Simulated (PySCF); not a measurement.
C4H4F2, SMILES F[C@@H]1C=C[C@H]1F.

The structure is a stationary point at PBE-D3(BJ)/def2-SVP.

Calculation: TDDFT-PBE/def2-SVPD run with PySCF 2.14.0.

Vertical excitations.  State labels are in the subgroup C2.

| state | symmetry | energy (eV) | λ (nm) | f | main pairs |
|---|---|---|---|---|---|
| S1 | A | 5.76 | 215 | 0.005 | HOMO−1→LUMO 100 % |
| S2 | B | 6.07 | 204 | 0.005 | HOMO−2→LUMO 84 %, HOMO→LUMO 15 % |
| S3 | A | 6.67 | 186 | 0.000 | HOMO−3→LUMO 100 % |
| S4 | B | 6.93 | 179 | 0.148 | HOMO→LUMO 72 %, HOMO−2→LUMO 15 % |
| S5 | B | 7.72 | 161 | 0.019 | HOMO→LUMO+2 99 % |
| S6 | A | 7.77 | 160 | 0.042 | HOMO→LUMO+1 98 % |
| S7 | B | 7.89 | 157 | 0.010 | HOMO−4→LUMO 89 % |
| S8 | A | 8.02 | 155 | 0.028 | HOMO−1→LUMO+2 99 % |
| S9 | B | 8.03 | 154 | 0.017 | HOMO−1→LUMO+1 98 % |
| S10 | A | 8.33 | 149 | 0.011 | HOMO−2→LUMO+1 97 % |
| T1 | B | 4.34 | 285 | 0 | HOMO→LUMO 97 % |
| T2 | A | 5.57 | 223 | 0 | HOMO−1→LUMO 100 % |
| T3 | B | 5.78 | 214 | 0 | HOMO−2→LUMO 98 % |
| T4 | A | 6.41 | 193 | 0 | HOMO−3→LUMO 99 % |
Triplets are in the Tamm–Dancoff approximation, which puts them higher than full response would, so one can lie above its singlet here.
